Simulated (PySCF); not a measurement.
C2H2F, SMILES [C](F)=C, multiplicity 2. Atoms are numbered in the order given.

```xyz
5

C     -0.1191    -1.1975     0.0000
C      0.4279    -0.0072     0.0000
F     -0.1285     1.1799     0.0000
H     -1.1996    -1.3118     0.0000
H      0.5029    -2.0794     0.0000
```
Charge 0, spin multiplicity 2.

Geometry: B3LYP-D3(BJ)/def2-TZVP. The isomer is the one that the SMILES or the coordinates give; other isomers of the formula were not compared.

The numbers are results of B3LYP/pcH-1 (PySCF), not measurements.

Unrestricted Kohn–Sham, ⟨S²⟩ = 0.759. Hyperfine tensors hold the contact and dipolar terms, without spin-orbit corrections.

Estimate the hyperfine couplings. (An estimate is asked for; the answer gives what the named calculation found.)


```csv
nucleus,A(iso) (MHz),A(iso) (G),dipolar principal values (MHz)
13C no. 1,84.6,30.2,"-24.9, -1.7, 26.6"
13C no. 2,555.6,198.3,"-79.7, -52.7, 132.4"
19F no. 3,379.4,135.4,"-293.4, -226.1, 519.4"
1H no. 4,125.6,44.8,"-6.5, -1.4, 7.9"
1H no. 5,37.5,13.4,"-8.1, -6.6, 14.7"
```

And the g tensor (effective nuclear charges for spin-orbit coupling, GIAO)? (The exact figures need the calculation; the answer reports its results.)

principal values 2.0017, 2.0020, 2.0046; isotropic 2.0028.
